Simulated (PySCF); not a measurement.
# Spin states and ions at one geometry of BiI3

PySCF 2.14.0, RKS r2SCAN, Bi def2-SVP with ECP60, I def2-SVP with ECP28; non-relativistic Hamiltonian with scalar-relativistic core potentials where named; density fitting; no spin-orbit coupling; singlets restricted, open shells unrestricted. The geometry is relaxed for charge 0, singlet, vacuum:

```xyz
4

Bi    0.0034    0.0000    0.8418
I     2.5169   -0.0006   -0.4596
I    -1.2594    2.1790   -0.4634
I    -1.2607   -2.1783   -0.4633
```

Energies count from the relaxed state; an electron taken off or put on is at rest in vacuum. Charges and spins are Mulliken's.

```tsv
state	energy (eV)	spin squared	charge on Bi1 (e)	spin on Bi1 (e)	dipole about the centre of mass (D)
charge 0, singlet, vacuum	0.00	0.00	0.56	0.00	2.83
charge 0, triplet, vacuum	2.91	2.01	0.36	0.72	1.05
charge -1, doublet, vacuum	-1.68	0.75	0.30	0.72	2.42
```

What does the state charge +1, doublet, vacuum give?

energy (eV) 9.05, spin squared 0.75, charge on Bi1 (e) 0.64, spin on Bi1 (e) -0.08, dipole about the centre of mass (D) 1.47.

With an electron taken off (doublet) the charges change, summed by element, by Bi +0.08 e, I +0.92 e. The vertical ionisation energy is 9.05 eV, against −ε(HOMO) = 6.76 eV of the relaxed state. The level lies 2.3 eV too high, as is usual for semilocal functionals and global hybrids, which keep a self-interaction error.

With an electron put on (doublet) the charges change, summed by element, by Bi -0.26 e, I -0.74 e. The vertical electron affinity is 1.68 eV, against −ε(LUMO) = 3.77 eV of the relaxed state. The basis has no diffuse functions, which an added electron needs. The added electron's level lies above zero.

Open shells may have lower solutions than those found. Hard to converge, so the more doubtful: charge 0, triplet, vacuum.

No frequency check is given that shows the relaxed geometry to be a minimum.
